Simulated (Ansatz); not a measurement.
System: C2H5Br3GeO, net charge 0, singlet state. 
Structure (B3LYP-D3(BJ)/def2-TZVP (Ansatz, an electronic-structure program) minimum search):
```xyz
12

C     -3.8664    -1.2811    -0.3603
C     -2.3674    -1.3359    -0.5529
O     -1.7973    -0.1781     0.0840
Ge    -0.0615     0.0877     0.0594
Br     0.6892     0.2539    -2.1199
Br     0.2964     2.0408     1.1981
Br     1.0299    -1.6746     1.0809
H     -4.3336    -2.1477    -0.8327
H     -4.1169    -1.2865     0.7008
H     -4.2777    -0.3766    -0.8093
H     -1.9505    -2.2428    -0.1049
H     -2.1114    -1.3320    -1.6166
```

Dipole moments at this geometry, in debye (magnitudes).

```csv
level,program,dipole (D)
r2SCAN/def2-TZVPD,Ansatz,1.80
B3LYP/def2-TZVPD,Ansatz,1.74
HSE06/def2-TZVPD,Ansatz,1.74
LC-wPBE/def2-TZVPD,Ansatz,1.75
CCSD(T)/aug-cc-pVDZ,Ansatz,1.66
```
